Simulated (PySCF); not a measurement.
AlI2, SMILES [I][Al][I], multiplicity 2.

The structure is a stationary point at B3LYP-D3(BJ)/def2-SVP. The multiplicity is an assumed one; other spin states were not compared. The isomer is the one that the SMILES or the coordinates give; other isomers of the formula were not compared. The def2 effective core potentials stand for the cores of I; spin–orbit coupling is left out.

Method: PBE/def2-TZVPD (PySCF).

Isolated molecule, no solvent.

| Quantity | Value |
|---|---|
| total energy | -837.78324 hartree |
| point group | C2v |
| α spin, highest occupied and lowest empty level | -5.41 and -2.98 eV |
| β spin, highest occupied and lowest empty level | -6.66 and -4.25 eV |
| dipole moment | 0.98 D |
| quadrupole, principal values (traceless, Buckingham form, about the centre of nuclear charge) | -3.23, 1.34, 1.88 D·Å |
| mean static polarisability | 115.6 bohr³ (17.14 Å³) |
| polarisability, principal values | 85.8, 101.4, 159.8 bohr³ |
| ⟨S²⟩ | 0.753 (pure state 0.75) |
